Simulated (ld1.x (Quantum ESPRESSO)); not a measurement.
**Cl (Z = 17): one change to an RRKJ potential, before and after**

```
Element                 : Cl
Generator               : ld1.x (Quantum ESPRESSO) 7.5
Type                    : norm-conserving RRKJ (Kleinman–Bylander form)
Functional              : PBEsol
Relativity              : scalar-relativistic
Frozen core             : [Ne]
Valence charge          : 7
Reference configuration : 3s1 3p6
Partial waves           : 3s (bound): rc 1.30 bohr; 3p (bound): rc 1.30 bohr; 3d channel at 0.15 Ry: rc 1.30 bohr
Local potential         : all-electron potential smoothed inside 1.20 bohr (lloc = -1)
Core correction         : a·sin(br)/r model core inside 0.70 bohr
rho0                    : 0.02
```

All-electron outer shells of the reference configuration (PBEsol, scalar-relativistic, ld1.x):

```json
{"shell": "2s", "level (eV)": "-253.55", "outermost node (bohr)": "0.12", "outermost maximum (bohr)": "0.36"}
{"shell": "2p", "level (eV)": "-192.76", "outermost node (bohr)": "–", "outermost maximum (bohr)": "0.30"}
{"shell": "3s", "level (eV)": "-21.27", "outermost node (bohr)": "0.55", "outermost maximum (bohr)": "1.27"}
{"shell": "3p", "level (eV)": "-9.10", "outermost node (bohr)": "0.53", "outermost maximum (bohr)": "1.43"}
```

Change: all radii but the core radius scaled by about 1.14 (s 1.48, p 1.48, d 1.48 bohr); local potential all-electron potential smoothed inside 1.36 bohr (lloc = -1).

Cutoffs: the cutoffs (Ry, on a coarse ladder) from which the occupation-weighted sum of valence levels, in a spherical-Bessel basis at the reference potential, stays within 10 and 1 mRy of its value at 400 Ry; they do not see the model core or the augmentation charge, which bear on the density cutoff. Errors are all-electron minus pseudo energies relative to the spin-unpolarised reference configuration.

What does the change do?

The potential gets softer (70 Ry and 90 Ry → 55 Ry and 80 Ry); of the 7 tests that both files solve, the error grows in 2 and shrinks in 2 by more than 15 % and 0.3 meV (median size 1.8 → 2.8 meV); neither file shows a bound ghost. A larger radius leaves more room for a smooth pseudo-wave, so fewer plane waves are needed.

```csv
quantity,base,changed
"cutoff, loose",70 Ry,55 Ry
"cutoff, tight",90 Ry,80 Ry
loose cutoff by channel (10 mRy a level),"s 60 Ry, p 25 Ry","s 50 Ry, p 30 Ry"
bound ghosts,none,none
"error for 3s2 3p5, meV [ΔE -12.11 eV]",+0.6,-2.3
"error for 3s2 3p4, meV [ΔE 1.72 eV]",+1.5,0.0
"error for 3s2 3p3, meV [ΔE 27.12 eV]",+25,+28
"error for 3s2 3p5.3, meV [ΔE -14.24 eV]",+1.8,-1.3
"error for 3s2 3p2, meV [ΔE 65.37 eV]",+100,+113
"error for 3s2 3p4.5, meV [ΔE -6.55 eV]",-0.4,-2.8
"error for 3s2 3p1, meV [ΔE 117.57 eV]",+264,+303
```
